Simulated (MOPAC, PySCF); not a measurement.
H$_{3}$ClSi, SMILES `[SiH3]Cl`, neutral singlet in the gas phase. 

Cartesian coordinates (Å):
```xyz
5

Si    -0.1326     0.0016    -0.0049
Cl     1.9325    -0.0236     0.0713
H     -0.6521    -0.0361     1.3760
H     -0.5605     1.2406    -0.6831
H     -0.5873    -1.1825    -0.7593
```
Charge 0, multiplicity 1.

All levels are single points at this geometry (B3LYP-D3(BJ)/def2-TZVP); Pople sets use spherical d functions. Orbital energies aren't observables, and empty levels follow the basis.

| level | HOMO (eV) | LUMO (eV) | gap (eV) | dipole (D) | vertical IE, Delta-SCF (eV) |
|---|---|---|---|---|---|
| B3LYP-D3(BJ)/def2-TZVP in PySCF | -8.77 | -0.34 | 8.42 | 1.32 | – |
| B3LYP/LANL2DZ in PySCF | -8.64 | -0.39 | 8.25 | 2.39 | – |
| HF/3-21G in PySCF | -12.29 | 2.95 | 15.25 | 2.85 | – |
| HF/6-31G* in PySCF | -12.27 | 3.05 | 15.32 | 2.02 | 10.92 |
| PM6 in MOPAC | -11.11 | -0.78 | 10.33 | 1.53 | – |
| PM7 in MOPAC | -11.53 | -0.39 | 11.14 | 2.49 | – |
